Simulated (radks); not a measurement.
All-electron atom: Ru+ in [Kr] 4d7. Calculated with a radial shooting solver on a logarithmic mesh with Libxc functionals: Dirac Kohn-Sham, PBEsol, spin-unpolarised, spherical densities, finite nucleus; open shells fill j = l - 1/2 first; Fermi nuclear charge, rms radius 4.4809 fm.

Radial electron density D(r) = 4 pi r^2 rho(r):

r (bohr)  D(r) (e/bohr)
0.001141          1.249
0.001308          1.593
0.001498          2.027
0.001716          2.573
0.001966          3.256
0.002253          4.108
0.002581          5.164
0.002957          6.463
0.003388          8.051
0.003882          9.974
0.004447          12.28
0.005095          15.01
0.005837          18.19
0.006688          21.84
0.007662          25.95
0.008778          30.45
0.009977          34.94
0.01143           39.84
0.0131            44.62
0.015             48.99
0.01719           52.60
0.01969           55.14
0.02256           56.33
0.02585           56.08
0.02961           54.54
0.03393           52.16
0.03887           49.71
0.04453           48.13
0.05102           48.33
0.05845           50.86
0.06697           55.59
0.07673           61.50
0.0879            66.83
0.1007            69.59
0.1154            68.36
0.1322            63.11
0.1514            55.52
0.1735            48.52
0.1988            44.96
0.2278            45.98
0.2609            50.11
0.2989            53.85
0.3425            53.56
0.3924            47.66
0.4496            37.52
0.515             26.56
0.5901            18.22
0.676             14.10
0.7684            13.40
0.8803            14.04
1.009             14.14
1.155             12.86
1.324             10.46
1.517             7.703
1.738             5.248
1.991             3.372
2.281             2.069
2.613             1.211
2.994            0.6661
3.43             0.3377
3.929            0.1545
4.502           0.06238
5.158           0.02163
5.909          0.006251

D(r) has 4 maxima, at r = 0.0235, 0.104, 0.319, 0.954 bohr, and minima at 0.0471, 0.205, 0.750 bohr, inside which lie 2.05, 11.10, 29.13 electrons.
